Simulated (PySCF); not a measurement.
# Frontier orbitals and the lowest excitations

C2H11OPSi2.
Atom-mapped SMILES: `[CH3:1][CH2:2][O:3][SiH2:4][PH:5][SiH3:6]` (hydrogens: H7, H8, H9 on C1; H10, H11 on C2; H12, H13 on Si4; H14 on P5; H15, H16, H17 on Si6)

Cartesian coordinates in Å at the PBE0-D3(BJ)/def2-SVP level; atoms count from 1:
```
atom  x, y, z in Å
C1    -1.4779   -0.1749   -1.0164
C2    -1.4845    0.0182    0.4843
O3    -0.1749   -0.0039    1.0109
Si4    0.5996   -1.3430    1.6333
P5     2.8216   -1.0285    1.5443
Si6    2.7549    0.2671   -0.3180
H7    -2.4999   -0.1188   -1.4216
H8    -0.8687    0.6028   -1.5008
H9    -1.0561   -1.1554   -1.2869
H10   -1.9240    0.9963    0.7417
H11   -2.1201   -0.7495    0.9666
H12    0.2637   -2.5525    0.8170
H13    0.1917   -1.5944    3.0497
H14    2.8181    0.0674    2.4620
H15    2.0585    1.5703   -0.1246
H16    4.1641    0.5308   -0.7412
H17    2.0784   -0.5212   -1.3919
```

The calculation used PySCF 2.14.0, density-fitted response routines, TDDFT CAM-B3LYP/def2-SVPD, vertical, gas phase, core orbitals frozen in the response.

Kohn–Sham orbitals with the atoms that hold most of them (Löwdin shares over 4%, at most four atoms; ? is withheld):

```
orbital  ε (eV)                              atoms
 HOMO-3  -10.24    O3 32%, C2 13%, Si6 11%, H11 8%
 HOMO-2   -9.77   O3 29%, P5 16%, Si4 15%, H12 10%
 HOMO-1   -9.54                                  ?
   HOMO       ?    P5 62%, Si6 10%, Si4 9%, H14 6%
   LUMO    0.76                                  ?
 LUMO+1    1.05  P5 22%, Si6 20%, Si4 17%, H14 15%
 LUMO+2    1.13   Si4 21%, P5 18%, Si6 12%, H11 7%
```

Q: Give the leading atoms of the LUMO.

A: Si6 (bonded to P and 3 H) 25%; P5 (bonded to 2 Si and H) 19%; Si4 (bonded to O, P and 2 H) 14%; H15 (bonded to Si) 8%. By element: silicon 39%, phosphorus 19%, hydrogen 8% or more.

Q: Give the leading atoms of the HOMO-1.

A: O3 (bonded to C and Si) 25%; P5 (bonded to 2 Si and H) 20%; Si4 (bonded to O, P and 2 H) 15%; H13 (bonded to Si) 11%.

Q: What is the HOMO energy, and the HOMO–LUMO gap?

A: ε(HOMO) = -8.64 eV; the gap is 9.40 eV (0.3455 hartree).

Q: How does S1 compare with the orbital gap of 9.40 eV?

A: S1 is at 6.18 eV (f = 0.015), 3.22 eV below the gap, made of HOMO→LUMO (64%), HOMO→LUMO+1 (11%), HOMO→LUMO+4 (10%). Without the coupling terms of the response equations the lowest excitation would equal the gap.

Next come S2 at 6.50 eV (f 0.046), HOMO→LUMO+1 (76%), HOMO→LUMO (15%); S3 at 6.71 eV (f 0.036), HOMO→LUMO+2 (67%); S4 at 7.09 eV (f 0.053), HOMO→LUMO+3 (35%), HOMO→LUMO+4 (18%), HOMO-1→LUMO (17%); S5 at 7.25 eV (f 0.085), HOMO-1→LUMO (47%), HOMO→LUMO+3 (15%), HOMO→LUMO+5 (9%).

One conformer stands for the species.
